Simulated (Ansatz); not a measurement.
Ansatz (a quantum-chemistry and plane-wave program) input file for CH3Cl2Si, SMILES C[Si](Cl)Cl (connectivity only; charge and spin as stated), charge +1, multiplicity 1, CAM-B3LYP/def2-SVPD. Coordinates come from a r2SCAN-D4/def2-SVP optimisation. The multiplicity is an assumed one; other spin states were not compared. The isomer is the one that the SMILES or the coordinates give; other isomers of the formula were not compared.

Ansatz 0.2 input:
```yaml
crystal:
  periodic: [false, false, false]
  atoms:
    - {symbol: C, position_ang: [-2.06798890, -0.52289234, -0.03249152]}
    - {symbol: Si, position_ang: [-0.30687826, -0.07984409, -0.01632830]}
    - {symbol: Cl, position_ang: [1.11224817, -1.43887501, 0.24007398]}
    - {symbol: Cl, position_ang: [0.29917882, 1.79651174, -0.21338578]}
    - {symbol: H, position_ang: [-2.44986176, -0.43934519, 1.00350719]}
    - {symbol: H, position_ang: [-2.20360554, -1.56322048, -0.36871458]}
    - {symbol: H, position_ang: [-2.63656263, 0.17791233, -0.66494695]}
basis:
  gaussian:
    orbitals: def2-SVPD
hamiltonian:
  xc: {name: CAM-B3LYP}
total_charge: 1
```

Log of the run:

```
WARN ansatz: RAYON_NUM_THREADS=1 ignored (pool sized by the plan → 1); use --threads N
Functional definition: CAM-B3LYP
integrals: 0.08 GiB planned
1150 factors; their error is unknown
integrals: 0.10 GiB planned
451 factors; integrals over basis functions are off by at most 2.4e-5 eV
mean field: 0.67 GiB planned
mean field evaluation 1: about -33987.3476 eV, gradient 4.7e1 eV
mean field evaluation 2: about -33988.4385 eV, gradient 4.0e1 eV
mean field evaluation 4: about -33992.4662 eV, gradient 7.3e-1 eV
mean field evaluation 8: about -33992.6220 eV, gradient 1.5e-1 eV
mean field -33992.62202873 eV, -1249.2058185292 hartree, gradient 5.2e-5 eV, S^2 0.000000; 0 other end points of the search recorded, 0 dependent functions left out
reference -33992.62215926 eV, -1249.2058233260 hartree; 28, 28 occupied and 94, 94 virtual orbitals, 1150 factors
Total energy: -33992.62215926 eV, -1249.2058233260 hartree
```

The calculation finished and met its thresholds.
